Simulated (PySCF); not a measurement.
Compound: CH₉OPSi₂.
Bonds: Si1–C2, C2–O3, O3–Si4, Si4–P5. Hydrogens: H6, H7, H8 on Si1; H9, H10 on C2; H11, H12 on Si4; H13, H14 on P5.

Jobs on this species (14 atoms, 66 electrons) with PySCF (density fitting). Hardware of each: Arm Neoverse V1, one thread (shared host). The host was shared with other jobs, so the times are rough. Peak memory is the resident size of the whole Python process, interpreter and libraries included.

```
                                                                 level and settings                                                          work  basis functions  SCF cycles  wall time  peak memory
                                                 PBE0-D3(BJ)/def2-SVP, grid level 1  geometry optimisation from a GFN2-xTB start shaken at random              127           ?          ?            ?
 delta-SCF UKS SCAN, pcX-2 on the ionised atom, pcseg-1 elsewhere, non-relativistic                                 ΔSCF core ionisation, 8 holes              169           ?          ?            ?
    delta-SCF UKS PBE0, pcX-2 on the ionised atom, pcseg-1 elsewhere, spin-free X2C                                 ΔSCF core ionisation, 8 holes              169           ?          ?            ?
   delta-SCF UKS B3LYP, pcX-2 on the ionised atom, pcseg-1 elsewhere, spin-free X2C                                 ΔSCF core ionisation, 8 holes              169         106       78 s     0.85 GiB
      delta-SCF UKS HF, pcX-2 on the ionised atom, pcseg-1 elsewhere, spin-free X2C                                 ΔSCF core ionisation, 8 holes              169         101       48 s     0.64 GiB
     delta-SCF UKS PBE, pcX-2 on the ionised atom, pcseg-1 elsewhere, spin-free X2C                                 ΔSCF core ionisation, 8 holes              169         120       37 s     0.69 GiB
    delta-SCF UKS SCAN, pcX-2 on the ionised atom, pcseg-1 elsewhere, spin-free X2C                                 ΔSCF core ionisation, 8 holes              169         119       57 s     0.69 GiB
delta-SCF UKS SCAN, def2-TZVP on the ionised atom, pcseg-1 elsewhere, spin-free X2C                                 ΔSCF core ionisation, 8 holes              146         116       54 s     0.55 GiB
    delta-SCF UKS SCAN, pcX-1 on the ionised atom, pcseg-1 elsewhere, spin-free X2C                                 ΔSCF core ionisation, 8 holes              149         113       48 s     0.55 GiB
```

**Question.** Fill in the missing figures.

**Answer.** 
- PBE0-D3(BJ)/def2-SVP, grid level 1; geometry optimisation from a GFN2-xTB start shaken at random: 76 s, 0.54 GiB, 70 SCF cycles
- delta-SCF UKS SCAN, pcX-2 on the ionised atom, pcseg-1 elsewhere, non-relativistic; ΔSCF core ionisation, 8 holes: 55 s, 0.58 GiB, 119 SCF cycles
- delta-SCF UKS PBE0, pcX-2 on the ionised atom, pcseg-1 elsewhere, spin-free X2C; ΔSCF core ionisation, 8 holes: 73 s, 0.67 GiB, 101 SCF cycles

**Question.** What do all jobs in the table cost together?

**Answer.** About 8.8 min; the longest takes about 15 % of that, and about 2.1 times as long as the shortest.
